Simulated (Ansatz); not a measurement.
`FC[N]1[CH2][AlH]1`. Charge 0, multiplicity 1. All single points use the PBE0-D4/def2-TZVP geometry. It is one conformer, not always the lowest.

```xyz
10

F    -0.402    2.178   -0.046
C    -0.492    1.013   -0.824
N    -0.287   -0.135   -0.068
C     1.076   -0.520    0.455
Al   -0.479   -1.504    0.979
H    -1.495    1.008   -1.260
H     0.267    1.130   -1.608
H     1.775   -0.858   -0.314
H     1.535    0.225    1.108
H    -1.498   -2.536    1.579
```

Problem. What is the dipole moment at ωB97M-V/def2-TZVPP? (Best estimate.)

Solution. The calculation gave: 2.94 D, with components (-0.56, -2.88, 0.18) D in this frame, pointing from negative to positive charge.

Problem. And with PBE, r2SCAN, B3LYP? (Estimate.)

Solution. Computed: PBE 2.60 D, r2SCAN 2.75 D, B3LYP 2.87 D.

Problem. Give the Mulliken charges with ωB97M-V, B3LYP, PBE in def2-TZVPP. (Estimate.)

Solution. Ansatz gave: 
| atom | ωB97M-V | B3LYP | PBE |
| --- | --- | --- | --- |
| F1 | -0.26 | -0.27 | -0.23 |
| C2 | 0.10 | 0.13 | 0.08 |
| N3 | -0.25 | -0.24 | -0.16 |
| C4 | -0.31 | -0.24 | -0.21 |
| Al5 | 0.36 | 0.35 | 0.26 |
| H6 | 0.09 | 0.08 | 0.07 |
| H7 | 0.09 | 0.07 | 0.07 |
| H8 | 0.10 | 0.08 | 0.08 |
| H9 | 0.11 | 0.10 | 0.09 |
| H10 | -0.04 | -0.06 | -0.04 |

B3LYP here is the variant with VWN-RPA as its local correlation; programs differ in this.
